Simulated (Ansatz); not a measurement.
The first iterations of a band of CH5ClFNSi2 (11 atoms, charge 0, multiplicity 1).

Method: Ansatz 0.2.0, RKS PBE-D4/6-31G.

| Item | Value |
| --- | --- |
| movable images | 5 |
| climbing image | yes |
| spring | 5.0 eV/Å² |
| optimiser | quadratic models (default) |
| start path | through a guess of the saddle point |
| force threshold | 0.03 eV/Å |
| iteration limit | 38 |
| end points | relaxed |

Image 0:

```xyz
11
Properties=species:S:1:pos:R:3
F 0.106 1.501 0.747
C 0.161 0.379 -0.183
N -0.160 -0.792 0.140
Si -0.761 -1.383 1.780
Si 0.841 0.954 -1.882
Cl -0.304 2.690 -2.565
H -2.086 -0.723 2.083
H -0.927 -2.873 1.654
H 0.254 -1.053 2.851
H 2.273 1.395 -1.718
H 0.668 -0.151 -2.885
```

Image 6:

```xyz
11
Properties=species:S:1:pos:R:3
F 0.196 1.803 1.594
C 0.398 1.378 0.281
N 0.191 0.153 -0.050
Si -0.469 -1.124 1.155
Si 0.710 -0.675 -1.816
Cl 0.970 1.363 -2.883
H -1.808 -0.630 1.634
H -0.567 -2.366 0.314
H 0.516 -1.277 2.283
H 0.753 2.166 -0.385
H -0.825 -0.847 -2.105
```

| iteration | highest image above the first end (eV) | largest band force component (eV/Å) |
| --- | --- | --- |
| 1 | 6.709 | 7.832 |
| 2 | 4.447 | 3.282 |
| 3 | 3.203 | 2.600 |
| 4 | 3.059 | 2.252 |
| 5 | 3.308 | 1.788 |
| 6 | 3.578 | 2.166 |
| 7 | 3.243 | 1.800 |
| 8 | 2.833 | 1.799 |
| 9 | 2.569 | 1.780 |

Task: Does the band converge within its limit, and where does its top end?

Result: The run converged. It ended after 29 iterations with the highest image 2.540 eV above the first end. Neighbouring images differ by up to 2.5 eV, so the band resolves the path poorly. The order of the stationary point at the top wasn't checked. The orbitals stay closed-shell, which can raise the energy where a bond breaks towards radicals; this wasn't checked here. Limits of this set-up: no polarisation functions.

Time of the run: 11 min on 1 thread of Intel(R) Xeon(R) Processor @ 2.70GHz, with other jobs on the host, peak memory 0.15 GiB.
